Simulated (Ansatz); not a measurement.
Consider the hydrogenolysis of the Si–O bond: `CO[SiH2]S[SiH2]Cl` + H₂ → `[SiH3]S[SiH2]Cl` + CH₃OH.

Isolated molecules relaxed with PBE0-D4/def2-TZVP in Ansatz; ΔE leaves out vibrations. CBS: MP2 limit from def2 TZ/QZ plus the TZ coupled-cluster correction, frozen cores. This one scheme is used for every species. DFT in def2-TZVPP. Each species was taken in one conformer, which may not be the lowest.

```
          level  ΔE (kJ/mol)
         PBE-D4         73.6
      r2SCAN-D4         82.5
  HF/def2-TZVPP         63.1
CCSD/def2-TZVPP         73.9
```

**Question.** What does CCSD(T)/CBS give? (Best estimate.)

**Answer.** Ansatz gave: +79.7 kJ/mol. The listed levels differ from it by -6.1, 2.8, -16.6, -5.8 kJ/mol.

Largest T1 diagnostic among the species: 0.011.

In def2-TZVPP, CCSD(T) changes the Hartree–Fock value by +14.9 kJ/mol (the triples alone add +4.2 kJ/mol) and MP2 by +23.1 kJ/mol. The D4 term adds +16.3 kJ/mol with B3LYP and +9.5 kJ/mol with PBE0; it sums over pairs of atoms, weighted by their polarisabilities, and B3LYP, whose exchange is more repulsive, gets the larger term.

B3LYP here is the variant with VWN-RPA as its local correlation; programs differ in this.
